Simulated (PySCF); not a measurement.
# How methods differ on the ionisation energy of Co⁺

Co⁺ [Ar] 3d8 (3F) → Co²⁺ [Ar] 3d7 (4F), as a difference of total energies. Computed with PySCF 2.14 in aug-cc-pVDZ (7s6p4d2f, 59 functions), with no relativity, point nucleus. Correlated levels: valence: [Ar] frozen. The calculations carry no spin-orbit coupling.

```json
{"method": "UHF", "ionisation energy (eV)": "14.397", "difference from reference (eV)": "-2.687"}
{"method": "M06-2X", "ionisation energy (eV)": "16.841", "difference from reference (eV)": "-0.243"}
{"method": "BP86", "ionisation energy (eV)": "17.922", "difference from reference (eV)": "+0.838"}
{"method": "MP2 (valence)", "ionisation energy (eV)": "16.908", "difference from reference (eV)": "-0.176"}
{"method": "SCS-MP2 (valence)", "ionisation energy (eV)": "16.771", "difference from reference (eV)": "-0.313"}
```

Reference: 17.084 eV (measured; NIST Atomic Spectra Database, ionization energies).

These non-relativistic numbers lack the scalar-relativistic shift.

The reference lies between the lowest fine-structure levels, while these numbers refer to the centres of the terms.

Errors of the correlated levels include the incompleteness of this basis and the frozen core.
